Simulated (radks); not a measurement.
Spherical quantum dot in the effective-mass picture: electrons in a parabolic well V = omega^2 r^2 / 2 with omega = 2.35, with a point charge +1 (a donor) at the centre, all in effective atomic units (hartree* = m*/eps^2 hartree, bohr* = eps/m* bohr), one dielectric constant everywhere. Calculated with a radial shooting solver with Libxc functionals: non-relativistic Kohn-Sham, LDA (Slater exchange, Perdew-Wang correlation), spin-polarised, spherical densities. Levels are named by radial order and angular momentum (1s, 1p, 1d, 2s, ...), and open shells are averaged over m.

N = 3, configuration 1s2 1p(up 1, down 0). This is the lowest configuration that the search found. Occupied and some empty levels:

level    occupation  eigenvalue (hartree*)  <r> (bohr*)
1s up             1                 4.3867       0.6903
1s down           1                 4.4892       0.6864
1p up             1                 6.9845       0.9850
1p down           0                 7.1092       0.9860
2s up             0                 8.9480        1.085
2s down           0                 9.0349        1.090
1d up             0                 9.3125        1.189
1d down           0                 9.4306        1.193
1f up             0                 11.619        1.358
1f down           0                 11.721        1.363

Energy (hartree*): total 11.3032, kinetic 6.9421, external 1.1073, Hartree 5.1521, exchange-correlation -1.8983.
